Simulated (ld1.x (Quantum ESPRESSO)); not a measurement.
Results of a calculation; reference values are marked as such.
## Potentials for As compared

Generated with ld1.x 7.5 (TM, RRKJ, ultrasoft, PAW), atompaw 4.2 or ONCVPSP 4.0.1. The cutoff is in Ry: for ld1.x and atompaw files where the sum of valence levels is converged to 10 mRy in a Bessel basis, for ONCV files where the hardest occupied wave has 1 mHa per electron of residual kinetic energy. The error is the largest all-electron minus pseudo excitation energy over each file’s own four to seven test configurations (ionisations up to +4, promotions, holes and added fractions of an electron), all of which were solved. The labels leave out finer settings (local radius, basis sizes, second energies), which also bear on the numbers. Spin-polarised tests are not counted. The rows are a selection from randomly drawn settings: files with unsolved tests, undetermined cutoffs or missed reference levels are left out.

A true bound ghost makes a file unfit for plane-wave use even where its test errors are small: the radial tests pick states by their node count and pass the ghost by.

| potential | cutoff (Ry) | largest error (meV) | bound ghosts |
| --- | --- | --- | --- |
| TM, PBEsol, scalar-relativistic, rc 1.30/1.55/1.25 (spd), local d, core correction no, reference 4s1.5 4p3.5 | 45 | +26 | s, p |
| TM semilocal, PBEsol, scalar-relativistic, rc 1.65/1.70 (sp), local p, core correction yes, reference 4s2 4p3 | 35 | -359 | none |
| TM, PBE, scalar-relativistic, rc 1.55/1.30/1.50 (spd), local s, core correction yes, reference 4s2 4p1 | 70 | -203 | p, d |
| TM, LDA (PZ), scalar-relativistic, rc 1.65/2.05 (sp), local smoothed, core correction yes, reference 4s2 4p2.75 | 30 | -66 | none |
| RRKJ, LDA (PZ), scalar-relativistic, rc 1.45/1.75 (sp), local s, core correction yes, reference 4s2 4p3 | 35 | -306 | none |
| PAW, BP86, non-relativistic, rc 1.60/2.30 (sp), local smoothed, core correction yes, reference 4s2 4p3 | 12 | -479 | none |

(1) Fill in the row for As: PAW, PBE, scalar-relativistic, rc 1.40/2.05/0.85 (spd), local smoothed, core correction yes, reference 3d10 4s1.75 4p3.25.

(2) Fill in the row for As: TM semilocal, LDA (PZ), scalar-relativistic, rc 1.30/2.15 (sp), local p, core correction no, reference 4s2 4p3.

## Answers

(1) cutoff 230 Ry, largest error -320 meV, bound ghosts: s.

(2) cutoff 45 Ry, largest error +459 meV, bound ghosts: none.
